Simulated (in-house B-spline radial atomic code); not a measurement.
Computed with a B-spline radial atomic code. Model: two electrons, singlet ground state, non-relativistic, full CI in B-splines with partial waves to l = 8 (at full coupling up to 3e-4 hartree above the limit, correlation up to 0.6 % small), density held at that of full coupling by Lieb maximisation.

W(λ) is the mean repulsion in the state of coupling λ less the Hartree energy of the fixed density. Its start is exact exchange, its initial slope is twice the second-order Görling-Levy correlation energy, and its area from 0 to 1 is E_xc. A straight curve means weak, dynamic correlation, and a curve that drops fast and flattens means strong correlation.

Command:
```bash
python run_ac.py task.json out
```
Settings (lengths in bohr, energies in hartree):
```
potential              coulomb
strength               1.16
lmax                   8
```

Run time, properties included: 40 s on 1 thread of Intel(R) Xeon(R) Processor @ 2.30GHz (shared host).

**W = mean repulsion less Hartree energy, and W of three functionals.**

Given: confinement point charge; nuclear charge 1.16; external potential -Z/r.

Computed: LDA exchange minus exact 62.821 millihartree; SCAN exchange minus exact -8.042 millihartree.

```tsv
coupling	W xc (hartree)	W xc minus exchange (millihartree)	kinetic minus Kohn-Sham (millihartree)	LDA (PW92) W minus its exchange (millihartree)	PBE W minus its exchange (millihartree)	SCAN W minus its exchange (millihartree)
0	-0.49119	0	0	0	0	0
0.02	-0.49333	-2.144	0.02	-10.05	-1.56	-1.77
0.05	-0.49647	-5.28	0.13	-19.91	-3.93	-4.32
0.12	-0.50343	-12.243	0.72	-36.65	-9.46	-9.89
0.25	-0.51517	-23.984	2.88	-58.73	-19.27	-19.17
0.4	?	?	?	?	?	?
0.6	?	?	?	?	?	?
0.8	-0.55212	-60.936	21.48	-112.52	-52.85	-48.92
1	-0.56195	-70.764	30.3	-125.4	-62.47	-57.22
1.4	-0.57785	-86.665	49.24	-145.99	-78.79	-71.2
2	-0.5953	-104.11	78.59	-168.86	-98.01	-87.5
3	-0.61459	-123.4	126.06	-195.29	-121.33	-106.86
```

(1) What belongs in the row 0.4?

(2) What belongs in the row 0.6?

(3) What is the PBE exchange minus exact?

**Energy parts, natural occupations and partial-wave weights.**

Computed: total energy -0.7728 hartree; exchange energy -0.49119 hartree; kinetic part of the DFT correlation energy 0.0303 hartree; initial slope twice GL2 -0.10825 hartree; kinetic part over minus potential part 0.42818; Hartree energy 0.98237 hartree; Lieb Oxford ratio E_xc over LDA exchange 1.2411.

```csv
natural,occupation of the shell (electrons)
s,1.9354
s,0.04259
p,?
d,0.00061894
p,0.00048695
s,0.00035133
```

(4) What belongs in the row p?

```tsv
wave	weight
s	0.98919
p	0.010409
d	?
f	4.2453e-05
g	9.2731e-06
```

(5) What belongs in the row d?

(6) What is the correlation energy?

(7) What is the Kohn-Sham kinetic?

Answers

(1) W xc (hartree): -0.52706; W xc minus exchange (millihartree): -35.871; kinetic minus Kohn-Sham (millihartree): 6.72; LDA (PW92) W minus its exchange (millihartree): -77.6; PBE W minus its exchange (millihartree): -29.65; SCAN W minus its exchange (millihartree): -28.57.

(2) W xc (hartree): -0.54063; W xc minus exchange (millihartree): -49.447; kinetic minus Kohn-Sham (millihartree): 13.47; LDA (PW92) W minus its exchange (millihartree): -97.03; PBE W minus its exchange (millihartree): -41.99; SCAN W minus its exchange (millihartree): -39.47.

(3) -3.845 millihartree.

(4) occupation of the shell (electrons): 0.020293.

(5) weight: 0.00034264.

(6) -0.040464 hartree.

(7) 0.74244 hartree.

Half-way to full coupling W has made 60 % of its drop, against 50 % for a straight line, and second-order (GL2) theory, half the initial slope, overshoots the correlation energy by about 34 %: a marked bend. Over couplings 0 to 1 the errors in E_xc come to about +22 millihartree for LDA, +2.2 millihartree for PBE, 0.0 millihartree for SCAN, so SCAN is nearest. In LDA and PBE and SCAN the errors of exchange and correlation have opposite signs, so the sum is smaller than the larger of the two.
